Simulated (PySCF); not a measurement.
Isomers of C4H10O2Si.

All values: CAM-B3LYP/def2-SVPD (PySCF) at GFN2-xTB geometries, gas phase, one conformer each. Core orbitals are frozen in the response; Δα² is half the sum of the squared differences of the principal polarisabilities.

(1) Rank by polarisability anisotropy Δα, highest first.
A. `[CH3:1][CH2:2][C:3](=[O:4])[SiH2:5][O:6][CH3:7]` with C1–C2–C3–O4 1°, C2–C3–Si5–O6 -160°, C3–Si5–O6–C7 -48°
B. `[CH3:1][CH2:2][C@H:3]1[CH2:4][O:5][SiH2:6][O:7]1` with C1–C2–C3–C4 177°, C2–C3–C4–O5 134°, C3–C4–O5–Si6 -12°, C4–O5–Si6–O7 7°, O5–Si6–O7–C3 2°
C. `[CH2:1]=[C:2]([CH2:3][CH3:4])[O:5][SiH2:6][OH:7]` with C1–C2–C3–C4 -111°, C1–C2–O5–Si6 -1°, C2–O5–Si6–O7 58°, O5–Si6–O7–H 49°
D. `[CH2:1]=[CH:2][O:3][Si@@H:4]([CH3:5])[O:6][CH3:7]` with C1–C2–O3–Si4 -179°, C2–O3–Si4–C5 57°, O3–Si4–O6–C7 -179°

(2) Rank by HOMO–LUMO gap, lowest first.
A. `[CH2:1]=[CH:2][O:3][Si@@H:4]([CH3:5])[O:6][CH3:7]` with C1–C2–O3–Si4 -179°, C2–O3–Si4–C5 57°, O3–Si4–O6–C7 -179°
B. `[CH3:1][CH2:2][C@H:3]1[CH2:4][O:5][SiH2:6][O:7]1` with C1–C2–C3–C4 177°, C2–C3–C4–O5 134°, C3–C4–O5–Si6 -12°, C4–O5–Si6–O7 7°, O5–Si6–O7–C3 2°
C. `[CH3:1][CH2:2][C:3](=[O:4])[SiH2:5][O:6][CH3:7]` with C1–C2–C3–O4 1°, C2–C3–Si5–O6 -160°, C3–Si5–O6–C7 -48°
D. `[CH2:1]=[C:2]([CH2:3][CH3:4])[O:5][SiH2:6][OH:7]` with C1–C2–C3–C4 -111°, C1–C2–O5–Si6 -1°, C2–O5–Si6–O7 58°, O5–Si6–O7–H 49°

## Answers

(1) D (4.53 Å³), A (3.36 Å³), C (2.61 Å³), B (2.21 Å³).

(2) C (8.21 eV), D (9.02 eV), A (9.30 eV), B (10.61 eV).

All values together:

```tsv
SMILES	μ (D)	HOMO (eV)	LUMO (eV)	α (Å³)	Δα (Å³)
CC[C@H]1CO[SiH2]O1	1.02	-9.40	1.21	11.12	2.21
C=CO[Si@@H](C)OC	2.35	-8.13	1.16	12.17	4.53
CCC(=O)[SiH2]OC	1.72	-8.12	0.09	11.89	3.36
C=C(CC)O[SiH2]O	1.32	-8.21	0.81	11.88	2.61
```

Conformers: `[CH3:1][CH2:2][C@H:3]1[CH2:4][O:5][SiH2:6][O:7]1` with C1–C2–C3–C4 177°, C2–C3–C4–O5 134°, C3–C4–O5–Si6 -12°, C4–O5–Si6–O7 7°, O5–Si6–O7–C3 2°; `[CH2:1]=[CH:2][O:3][Si@@H:4]([CH3:5])[O:6][CH3:7]` with C1–C2–O3–Si4 -179°, C2–O3–Si4–C5 57°, O3–Si4–O6–C7 -179°; `[CH3:1][CH2:2][C:3](=[O:4])[SiH2:5][O:6][CH3:7]` with C1–C2–C3–O4 1°, C2–C3–Si5–O6 -160°, C3–Si5–O6–C7 -48°; `[CH2:1]=[C:2]([CH2:3][CH3:4])[O:5][SiH2:6][OH:7]` with C1–C2–C3–C4 -111°, C1–C2–O5–Si6 -1°, C2–O5–Si6–O7 58°, O5–Si6–O7–H 49°.
